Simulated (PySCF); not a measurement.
CaF₂, singlet: structure and spectrum

Computed with PBE0 in PySCF with Ca def2-TZVP, F def2-TZVP; no relativity; density-fitted integrals.

The structure is a minimum.

Coordinates in bohr (charge 0 multiplicity 1):
```
Ca    0.5297    0.0000    0.0000
F    -0.5999    3.5978    0.0000
F    -0.5999   -3.5978    0.0000
```

| Item | Value |
| --- | --- |
| Point group | C2v |
| Bond lengths | Ca–F 1.996 Å (×2) |
| Bond angles | F–Ca–F 145.1° |
| Atomisation energy without zero-point energy | 1096 kJ/mol |
| Enthalpy at 298.15 K above 0 K | 12.93 kJ/mol |
| Principal polarisabilities | 14.7, 15.3, 25.4 bohr³ |
| Rotational symmetry number | 2 |
| Heat capacity Cp at 298.15 K | 50.9 J/(mol K) |
| Principal quadrupole moments (Buckingham, traceless) about the centre of mass | -25.28, 12.63, 12.65 D Å |
| Entropy at 298.15 K and 1 bar | 276.0 J/(mol K) |
| Rotational constants | 2.422, 0.1224, 0.1165 cm⁻¹ |
| Zero-point energy | 7.1 kJ/mol |
| Dipole moment | 4.21 D |
| Lowest empty level | -1.76 eV |
| Highest occupied level | -8.89 eV |

Harmonic modes (masses in u: Ca 39.963, F 18.998):
| symmetry | ω (cm⁻¹) | IR (km/mol) | type |
| --- | --- | --- | --- |
| a1 | 79 | 79.9 | bend |
| a1 | 517 | 29.4 | stretch |
| b2 | 599 | 308 | stretch |

In C2v the vibrations span 2a1 + b2. Here b1 is antisymmetric to the molecular plane and b2 lies in it.

Charges (e):
| atom | Mulliken | Löwdin | polar tensor | Mayer order to Ca1 |
| --- | --- | --- | --- | --- |
| Ca1 | 1.34 | 1.03 | 1.81 | – |
| F2,3 | -0.67 | -0.52 | -0.91 | 0.59 |

Mulliken populations on Ca1: s 6.04, p 12.13, d 0.49.

Outer orbital energies (eV). occupied: -28.60, -27.10, -9.86, -9.38, -9.35, -9.14, -9.13, -8.89; empty: -1.76, -0.10, 0.08, 0.76.

Counting electrons, calcium keeps none of its valence electrons outside its bonds, so the VSEPR class is AX2 and the expected shape is linear (D∞h). The calculation gives C2v instead. Heavy alkaline-earth centres are the known exception: their polarisable core and low (n−1)d orbitals favour bending; the Mulliken d population here is 0.49.

Only a few start shapes were tried, so a lower isomer may exist.

The final relaxation and frequency run took 58 s on 2 threads of a shared Arm Neoverse V1 host, with 98 basis functions and 13 gradients; the process peaked at 0.84 GiB.
